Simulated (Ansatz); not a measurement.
Ansatz (a program for electronic structure) input:

Ansatz 0.2 input:
```yaml
crystal:
  periodic: [false, false, false]
  atoms:
    - {symbol: C, position_ang: [-0.68217336, 1.57508065, -1.22873420]}
    - {symbol: Si, position_ang: [-0.37213498, 0.11875807, -0.16135308]}
    - {symbol: C, position_ang: [-1.93144893, -0.89231946, 0.08980439]}
    - {symbol: P, position_ang: [1.21028257, -1.26092706, -1.05497187]}
    - {symbol: P, position_ang: [0.37433445, 0.85402560, 1.85724177]}
    - {symbol: H, position_ang: [-1.56576278, 1.66797432, -1.85138186]}
    - {symbol: H, position_ang: [0.04425005, 2.37046290, -1.35270833]}
    - {symbol: H, position_ang: [-2.31850250, -1.24940050, -0.86708925]}
    - {symbol: H, position_ang: [-2.70645543, -0.29109053, 0.56875085]}
    - {symbol: H, position_ang: [-1.73598696, -1.76217610, 0.71906131]}
    - {symbol: H, position_ang: [0.69011064, -1.23593346, -2.37678878]}
    - {symbol: H, position_ang: [2.14270025, -0.22037676, -1.29800710]}
    - {symbol: H, position_ang: [1.01685364, -0.36644259, 2.19570388]}
    - {symbol: H, position_ang: [1.55516118, 1.43132437, 1.32093289]}
basis:
  gaussian:
    orbitals: def2-TZVPD
hamiltonian:
  xc: {name: PBE}
magnetization: {spin_polarized: true, initial_magnetization: 1}
output: {forces: true}
```

Question: Which total energy does the run end on?

Answer: -1053.26861 Eh (PBE/def2-TZVPD). The basis has 284 functions.

It need not be the lowest isomer of its formula.
